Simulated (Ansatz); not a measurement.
A made-up structure of ZnH2Te, singlet:

```xyz
4
angstrom
Zn 0.2053 -0.7273 0.5617
Te 0.0979 1.6904 -0.0173
H 0.2747 -2.2236 0.9268
H 0.4898 -1.0381 2.0326
```

It is relaxed with PBE-D4/def2-SVP and then PBE0-D4/def2-TZVP (Ansatz 0.2.0). Atoms count as bonded within 1.22 times the sum of their covalent radii (H–H: 0.88 Å). The end point is not checked to be a true minimum.

(1) Does its bonding change? (A judgement: the text doesn't fix the answer.)

## Answers

(1) The calculation gives: Yes. Formed: H3–H4; broken: Zn1–H3, Zn1–H4.

Where it ends: The first stage lowers the energy by 1.26 eV in 12 steps. It ends as a complex of ZnTe + H₂:
Zn1  (0.222, -0.114, 0.639)
Te2  (0.018, 1.963, -0.433)
H3  (0.350, -2.250, 1.319)
H4  (0.478, -1.897, 1.979)
(Å)

For scale, one of the runs: PBE0-D4/def2-TZVP relaxation, 110 basis functions, launched by `ansatz run in.yaml --threads 2 --pin off --events-out ev --progress --plain --max-ram 4352MiB`. The run took about 11 s on 2 CPU threads of an Intel Xeon 6975P-C (shared host).
